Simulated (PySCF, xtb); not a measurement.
FGeH2N, SMILES [NH2][Ge][F] (connectivity only; charge and spin as stated), neutral, multiplicity 1.

xtb with GFN2-xTB at its own geometry gives an orbital gap of 4.48 eV and a dipole moment of 3.47 D.

Geometry optimised at PBE0-D3(BJ)/def2-TZVP. One conformer was computed; it need not be the lowest.

Question: What does B3LYP/def2-TZVPD in PySCF give? (An estimate is asked for; the answer gives what the named calculation found.)

Answer: gap 5.82 eV (levels -7.66 and -1.84 eV), dipole 2.58 D.
